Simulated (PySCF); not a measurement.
HfH4, SMILES [HfH4], multiplicity 1. Geometry: B3LYP-D3(BJ)/def2-TZVPD. The spin state was assumed, not searched. The def2 effective core potentials stand for the cores of Hf; spin–orbit coupling is left out.

Computed equilibrium geometry at B3LYP-D3(BJ)/def2-TZVPD (PySCF confirms it by a frequency run) as a Z-matrix, and its point group:
point group Td.
```
Hf
H 1 1.8503
H 1 1.8503 2 109.47
H 1 1.8503 2 109.47 3 -120.00
H 1 1.8503 2 109.47 3 120.00
```
